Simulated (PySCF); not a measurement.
Computed with PBE-D3(BJ)/def2-TZVP // PBE0-D3(BJ)/def2-SVP (PySCF). All species are isolated molecules in the gas phase. Excitations are Tamm–Dancoff values on a coarser integration grid. The basis has no diffuse functions, so Rydberg states are missing or too high.

Reference species (SMILES): `[GeH3][GeH3]` (neutral, multiplicity 1).

```yaml
T1 excitation (TDA): 6.24 eV
LUMO: -0.50 eV
HOMO: -7.12 eV
```

Changed species: `[GeH3][GeH2][GeH3]` (n = 3; the reference has n = 2).

Task: What does the change do to the T1 excitation (TDA), LUMO and HOMO?

Result: the T1 excitation (TDA) decreases by 0.64 eV, to 5.60 eV; the LUMO falls by 0.38 eV, to -0.88 eV; the HOMO increases by 0.31 eV, to -6.81 eV.
